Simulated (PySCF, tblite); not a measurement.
Question: What does the GFN2-xTB structure of InChI=1S/C6H10PSi/c1-4-5(2)7-3-6(4)8/h3H,1-2,8H3/q-1 look like in three dimensions? (Charge -1.)

Answer: 
```xyz
18
C6H10PSi angstrom
C      2.510    0.306   -1.077
C      1.239    0.747   -0.412
P      0.902    2.422    0.027
C     -0.643    1.933    0.639
C     -0.892    0.566    0.520
Si    -2.477   -0.218    1.045
C      0.202   -0.102   -0.084
C      0.233   -1.577   -0.358
H      2.304   -0.176   -2.038
H      3.054   -0.414   -0.456
H      3.160    1.162   -1.255
H     -1.339    2.637    1.073
H     -3.249   -0.856   -0.049
H     -3.401    0.756    1.655
H     -2.338   -1.299    2.053
H      1.219   -1.993   -0.142
H      0.010   -1.789   -1.409
H     -0.503   -2.098    0.253
```

Orientation and origin are arbitrary. Atoms count from 1 in this order. The 5-membered ring C2–P3–C4–C5–C7 has internal angles of 89.4° to 114.0° (sum 540°, against 540° for a flat polygon); it is planar, 0.00 Å rms from its mean plane, widest ring torsion 0°. The 5 C–C bonds span 1.380 Å (C2–C7, aromatic) to 1.501 Å (C1–C2, drawn single), a spread of 0.121 Å. C7 (substituted aromatic carbon) is planar (angles 123.9°, 123.1° and 113.1°, sum 360.0°, 0.01 Å off the plane of its three neighbours). C2 (substituted aromatic carbon) is planar (angles 124.2°, 123.4° and 112.4°, sum 360.0°, 0.00 Å off the plane of its three neighbours).

Bonds between heavy atoms (Å): C1–C2 1.501, C2–P3 1.764, P3–C4 1.732, C4–C5 1.394, C5–Si6 1.844, C5–C7 1.417, C7–C8 1.501, C2–C7 1.380.

The geometry is computed with GFN2-xTB (gas phase).

Its GFN2-xTB frequencies are all real (lowest 33 cm⁻¹). 2 starts were optimised and ended at 0.00 and 1.37 kcal/mol (GFN2-xTB); the lowest of these is shown.
